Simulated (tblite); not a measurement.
C3H13OPSi3.
Numbering: `[CH2:1]=[CH:2][Si@@H:3]([O:4][SiH3:5])[Si@H:6]([CH3:7])[PH2:8]` (hydrogens: H9, H10 on C1; H11 on C2; H12 on Si3; H13, H14, H15 on Si5; H16 on Si6; H17, H18, H19 on C7; H20, H21 on P8)

The geometry is computed with GFN2-xTB (gas phase).

(1) Give the optimised bond lengths and angles.

## Answers

(1) 
```csv
bond,length (bohr)
C1=C2,2.502
C2–Si3,3.565
Si3–O4,3.074
O4–Si5,3.058
Si3–Si6,4.393
Si6–C7,3.608
Si6–P8,4.278
C1–H9,2.041
C1–H10,2.040
C2–H11,2.049
Si3–H12,2.777
"Si5–H13, Si5–H14, Si5–H15",2.762
Si6–H16,2.802
"C7–H17, C7–H18, C7–H19",2.053
"P8–H20, P8–H21",2.614
```

Bonds in one row agree within 0.02 bohr and their mean is given. A selection of angles:
```csv
angle,degrees
C1–C2–Si3,125.0
C2–Si3–O4,110.0
C2–Si3–Si6,110.1
O4–Si3–Si6,108.2
Si3–O4–Si5,158.2
Si3–Si6–C7,111.9
Si3–Si6–P8,108.9
C7–Si6–P8,104.2
```

Torsions: C1–C2–Si3–O4 -4° (synperiplanar); C2–Si3–O4–Si5 44° (synclinal); C2–Si3–Si6–C7 124° (anticlinal).

P8 (three-coordinate phosphorus) is pyramidal (angles 95.5°, 94.8° and 92.3°, sum 282.6°, 0.84 Å off the plane of its three neighbours). The C–Si distances run from 1.887 Å (C2–Si3, drawn single) to 1.909 Å (Si6–C7, drawn single), a spread of 0.022 Å. Si5 (oxygen-bound silicon) is distorted tetrahedral (angles from 104.7° to 112.7°). Si6 (SiH silicon) is distorted tetrahedral (angles from 104.2° to 115.4°). Of the pairs four or more bonds apart, Si5···H10 is among the closest relative to their van der Waals radii: 3.06 Å, 93 % of the sum of Bondi's values. Si3 (oxygen-bound silicon) is distorted tetrahedral (angles from 102.1° to 116.6°). O4 (siloxane oxygen) is bent (angle 158.2°).

Point group: C1 (no symmetry element, even within 0.4 Å). Its lowest GFN2-xTB frequency is 9i cm⁻¹, too small to tell a flat minimum from a shallow saddle. The numbers are those of one conformer (C1–C2–Si3–O4 -4°, C2–Si3–O4–Si5 44°, C2–Si3–Si6–C7 124°, Si3–Si6–P8–H -160° and -67°).
